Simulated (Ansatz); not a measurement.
Start from `C[SiH2]O` and change one atom or group to get `CN[SiH](C)O`.

Ansatz, PBE0-D4/def2-TZVP geometries, multiplicity 1. Each molecule was computed in one conformer, which needn't be the lowest.

```json
{"property": "zero-point energy (PBE0-D4/def2-TZVP) / kJ/mol", "`C[SiH2]O`": "177.1"}
{"property": "size of the dipole moment (ωB97M-V/def2-TZVPP) / D", "`C[SiH2]O`": "1.68"}
{"property": "HOMO–LUMO gap (PBE/def2-TZVPP) / eV", "`C[SiH2]O`": "6.55"}
{"property": "HOMO energy (ωB97M-V/def2-TZVPP) / eV", "`C[SiH2]O`": "-10.73"}
{"property": "LUMO energy (PBE/def2-TZVPP) / eV", "`C[SiH2]O`": "-0.40"}
{"property": "LUMO energy (ωB97M-V/def2-TZVPP) / eV", "`C[SiH2]O`": "2.02"}
```

Q: What does the change do to each property? (Estimate.)

A: Ansatz gave: 
```csv
property,`CN[SiH](C)O`,shift
zero-point energy (PBE0-D4/def2-TZVP) / kJ/mol,300.5,123.4
size of the dipole moment (ωB97M-V/def2-TZVPP) / D,1.76,0.08
HOMO–LUMO gap (PBE/def2-TZVPP) / eV,5.44,-1.11
HOMO energy (ωB97M-V/def2-TZVPP) / eV,-9.11,1.62
LUMO energy (PBE/def2-TZVPP) / eV,0.07,0.47
LUMO energy (ωB97M-V/def2-TZVPP) / eV,2.32,0.30
```

With PBE0 the HOMO rises by 1.67 eV and the LUMO rises by 0.43 eV, so the gap narrows by about 1.24 eV. PBE moves the HOMO by 1.57 eV and ωB97M-V by 1.62 eV. The zero-point energy changes by 123.4 kJ/mol with +15 modes. Dipoles are sizes alone; their direction can turn.
